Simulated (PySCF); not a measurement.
Computed shifts of a molecule C2H9AlN2, HF/pcSseg-1 (PySCF), GIAO, gas phase, atoms alike by connectivity averaged where their shifts nearly agree, in ppm (number of nuclei): ¹H: 4.06 (1), 2.90 (3), 2.80 (3), 0.47 (1), 0.27 (1). ¹⁵N: 20.3 (1), 18.2 (1). ¹³C: 32.3 (1), 31.3 (1). References: ¹H against TMS (σ = 31.99 ppm); ¹⁵N against NH3 (σ = 267.3 ppm); ¹³C against TMS (σ = 192.6 ppm), references at their B3LYP-D3(BJ)/def2-TZVP geometries, non-relativistic. Coordinates come from a TPSSh-D3(BJ)/def2-SVP optimisation. One conformer was computed; it need not be the lowest.

Task: Which molecule gave these data?
A) C[NH][AlH][NH]C
B) C[CH2][Al]([NH2])[NH2]
C) C[N](C)[AlH][NH2]

Result: A, C[NH][AlH][NH]C
